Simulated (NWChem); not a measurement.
Species: GeN₂H₅Cl; SMILES [NH2][GeH]([NH2])[Cl]

```xyz
9

Ge    -0.0168    -0.3323     0.3026
N     -1.2886    -1.3685    -0.5063
N      1.5738    -0.8414    -0.4677
Cl    -0.1153     1.8214    -0.1477
H     -0.2219    -0.4556     1.8357
H     -1.2558    -1.3179    -1.5310
H     -2.2499    -1.1942    -0.1934
H      2.3130    -0.1426    -0.3320
H      1.9155    -1.7502    -0.1332
```
Atoms are numbered in this order, from 1.

All runs: NWChem. Pople sets run with spherical d functions. All runs use the structure optimised with PBE-D3(BJ)/def2-SVP.

### Question
Order these by “orbital gap (eV)”, lowest first: Hartree-Fock/6-311G**; Hartree-Fock/STO-3G; Hartree-Fock/6-31G*.

### Answer
Hartree-Fock/6-311G** (14.91), Hartree-Fock/6-31G* (15.18), Hartree-Fock/STO-3G (17.19)
